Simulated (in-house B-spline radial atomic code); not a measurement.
A run on Gd (an excited or competing configuration) that did not converge. Method: scalar-relativistic (X2C) wB97X, spin-polarised, spherical fractional occupations, exact exchange averaged over the configuration, Fermi nucleus of rms radius 5.1569 fm; computed with an all-electron radial atomic-structure program (B-spline basis).

Command:
```bash
python run_scf.py task.json out
```
Settings (nuclear radius in fm, mass in u):
```
Z                64
configuration    [Xe] 4f7 6s2 6f1
hamiltonian      x2c
method           wb97x
spin_polarised   True
nucleus          fermi
rms_radius       5.1569
atomic_mass      157.92411
speed_of_light   137.035999084
exact_exchange   averaged over the configuration
```

First and last ten iterations of the last attempt (damped for 15 steps, keeping 80 % of the old Fock matrix, then DIIS):
```
 iter        energy (Eh)    residual
    1      -11235.022581    6.52e-01
    2      -11244.417220    9.93e-01
    3      -11257.572441    6.62e-01
    4      -11264.517773    4.17e-01
    5      -11268.015988    2.63e-01
    6      -11269.696036    1.79e-01
    7      -11270.487585    1.23e-01
    8      -11270.833685    8.62e-02
    9      -11270.995425    6.04e-02
   10      -11271.073744    4.28e-02
  111      -11271.174989    9.95e-04
  112      -11271.175641    6.82e-04
  113      -11271.175165    8.60e-04
  114      -11271.175443    1.09e-03
  115      -11271.175961    8.17e-04
  116      -11271.175824    7.13e-04
  117      -11271.175701    1.26e-03
  118      -11271.175912    1.42e-03
  119      -11271.175769    1.03e-03
  120      -11271.175693    7.81e-04
 not converged after 120 iterations
```

The smallest residual met was 2.8e-04; the threshold is about 6e-07. No energy from this run should be used. Run time, properties included: 21 s on 1 thread of Intel(R) Xeon(R) 6975P-C, on a shared host.
